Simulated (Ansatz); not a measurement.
Basis-set extrapolation for AlBClH₆NSi (`[SiH3][NH][AlH][BH]Cl`) (PBE0-D4/def2-TZVP geometry, frozen core, Ansatz 0.2.0). Multiplicity 1, RHF reference.

```csv
,def2-TZVPP,def2-QZVPP
HF,-1073.114164,-1073.147302
MP2 correlation,-0.699596,-0.755399
CCSD(T) correlation,-0.793204,not run
```

Energies in hartree. Use E(X) = E(∞) + A·exp(−7.88·√X) for Hartree–Fock and E(X) = E(∞) + B·X^(−2.97) for correlation, with X = 3 and 4, and add CCSD(T) minus MP2 of the smaller set to the MP2 limit.

What is the CCSD(T) energy at the basis-set limit?

HF limit: -1073.147302 + (-0.033138) × 0.13774 = -1073.15187. MP2 limit: -0.755399 + (-0.055803) × 0.74074 = -0.79673. Higher-order term: -0.793204 − (-0.699596) = -0.09361. Total: -1074.04221 hartree, 3.67 eV below CCSD(T)/def2-TZVPP.
